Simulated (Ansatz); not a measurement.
Geometry optimisation, DFT PBE, scalar-relativistic, plane waves, PAW (Ansatz 0.2.0).

input.yaml

```yaml
accuracy: low
crystal:
  lattice:
    - [0.0, 5.43, 5.43]
    - [5.43, 0.0, 5.43]
    - [5.43, 5.43, 0.0]
  atoms:
    - { symbol: Si, position: [0.0, 0.0, 0.0] }
    - { symbol: Si, position: [0.125, 0.125, 0.125] }
    - { symbol: Si, position: [0.0, 0.0, 0.5] }
    - { symbol: Si, position: [0.125, 0.125, 0.625] }
    - { symbol: Si, position: [0.0, 0.5, 0.0] }
    - { symbol: Si, position: [0.125, 0.625, 0.125] }
    - { symbol: Si, position: [0.0, 0.5, 0.5] }
    - { symbol: Si, position: [0.125, 0.625, 0.625] }
    - { symbol: Si, position: [0.5, 0.0, 0.0] }
    - { symbol: Si, position: [0.625, 0.125, 0.125] }
    - { symbol: Si, position: [0.5, 0.0, 0.5] }
    - { symbol: Si, position: [0.625, 0.125, 0.625] }
    - { symbol: Si, position: [0.5, 0.5, 0.0] }
    - { symbol: Si, position: [0.625, 0.625, 0.125] }
    - { symbol: Si, position: [0.5, 0.5, 0.5] }
    - { symbol: Si, position: [0.625, 0.625, 0.625] }
    - { symbol: B, position: [0.8174082, 0.319166, 0.0640282], spin: 1.0 }
magnetization:
  spin_polarized: true
basis:
  ecutwfc: 420.0
kpoints:
  mp_grid: { grid: [2, 2, 2] }
hamiltonian:
  xc: pbe
  pseudopotentials: { kind: paw, azcp: { folder: soft_1 } }
scf:
  occupations: { method: fermi_dirac, width: 0.02 }
  lower_state_search: "off"
relax:
  f_tol: 0.08
  max_steps: 25
  adjacent_minimum: "off"
```

Command:

```bash
$ ansatz run input.yaml --threads 1 --pin off --max-ram 3072MiB --backend cpu --events-out ev --progress --plain --runs-dir out
```

Where does it end, and by what steps?

It converged. The threshold is loose, so the end isn't yet a minimum. Limits of this set-up: low accuracy level. After 2 steps the energy has fallen by 0.153 eV; Si5 moved furthest, 0.06 Å.

| step | energy less start (eV) | largest force component (eV/Å) | accepted |
| --- | --- | --- | --- |
| 0 | 0.0000 | 0.571 | yes |
| 1 | -0.1444 | 0.144 | yes |
| 2 | -0.1527 | 0.069 | yes |

```xyz
17
Lattice="0.0000 5.4300 5.4300 5.4300 0.0000 5.4300 5.4300 5.4300 0.0000" Properties=species:S:1:pos:R:3
Si -0.005 -0.035 0.025
Si 1.388 1.367 1.316
Si 2.732 2.730 -0.004
Si 4.067 4.069 1.372
Si 2.674 -0.040 2.730
Si 4.095 1.381 4.047
Si 5.452 2.737 2.697
Si 6.776 4.059 4.094
Si -0.026 2.689 2.738
Si 1.383 4.099 4.068
Si 2.723 5.437 2.713
Si 4.052 6.767 4.097
Si 2.678 2.710 5.455
Si 4.084 4.104 6.745
Si 5.446 5.447 5.425
Si 6.784 6.781 6.803
B 2.075 4.783 6.152
```

The run took 68 s on 1 thread of Intel(R) Xeon(R) Platinum 8259CL CPU @ 2.50GHz (Skylake/Cascade Lake), on a shared host, peak memory 0.81 GiB.
